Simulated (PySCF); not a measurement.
HF$_{5}$OW (SMILES [OH][W]([F])([F])([F])([F])[F]), singlet, geometry from GFN2-xTB (such geometries of metal compounds can be far from the true shape) (core potentials on W). Base run: PySCF with DF-B3LYP/def2-SVP.

Here is a job for PySCF.
```python
from pyscf import gto, scf, dft

mol = gto.Mole()
mol.atom = '''
    W     0.00634034   -0.01303555    0.00301076
    F    -0.78081071    1.60532460   -0.37077427
    F     1.41436142    0.93232006    0.77031304
    F     0.84277491    0.09380034   -1.65648816
    F    -0.89290696    0.00926971    1.63268256
    F    -1.46449346   -0.82925000   -0.79411864
    O     0.78305903   -1.60994707    0.37184191
    H     1.19601609   -2.45897504    0.56793790
'''
mol.basis = 'def2-svp'
mol.ecp = {'W': 'def2-svp'}
mol.verbose = 4
mol.build()

mf = dft.RKS(mol)
mf.xc = 'b3lyp'
mf = mf.density_fit(auxbasis='def2-universal-jkfit')
mf.kernel()
```

Each row names what was changed in the base input (with any setting that the change needs).

| change | E (Eh) | HOMO (eV) | HOMO-LUMO gap (eV) | dipole (D) | core-seconds (rough) |
|---|---|---|---|---|---|
| base | -641.97496 | -11.12 | 6.86 | 4.15 | 10 |
| functional = r2scan | (withheld) | -10.03 | (withheld) | 4.09 | 30 |
| functional = m062x | -641.60201 | -13.40 | 10.13 | 4.29 | 20 |
| functional = m06 | -641.74642 | -11.77 | 7.37 | 4.24 | 20 |
| functional = pbe; dispersion = d3zero | -641.48520 | -9.42 | 4.89 | 3.96 | 20 |
| functional = scan | -641.85844 | -10.03 | 5.30 | 4.09 | 30 |
| functional = pbe0 | -641.38567 | -11.50 | 7.39 | 4.18 | 10 |
| functional = tpssh | -641.93642 | -10.40 | 6.02 | 4.09 | 20 |
| functional = hf | -638.75209 | -16.60 | 15.48 | 4.53 | 2 |
| functional = pbe | (withheld) | -9.42 | 4.89 | 3.96 | 20 |
| functional = blyp; dispersion = d3zero | -641.93229 | -9.28 | 4.87 | 3.96 | 20 |
| functional = lda,vwn | (withheld) | (withheld) | (withheld) | (withheld) | 10 |
| functional = hse06 | (withheld) | (withheld) | (withheld) | (withheld) | 20 |

Q: Some entries are withheld; supply them.

A: 
- functional = r2scan, E (Eh): -641.77265
- functional = r2scan, HOMO-LUMO gap (eV): 5.29
- functional = pbe, E (Eh): -641.48228
- functional = lda,vwn, E (Eh): -638.21809
- functional = lda,vwn, HOMO (eV): -9.65
- functional = lda,vwn, HOMO-LUMO gap (eV): 4.92
- functional = lda,vwn, dipole (D): 4.06
- functional = hse06, E (Eh): -641.43979
- functional = hse06, HOMO (eV): -11.08
- functional = hse06, HOMO-LUMO gap (eV): 6.59
- functional = hse06, dipole (D): 4.17

Totals shift with the method and basis; they matter in differences.
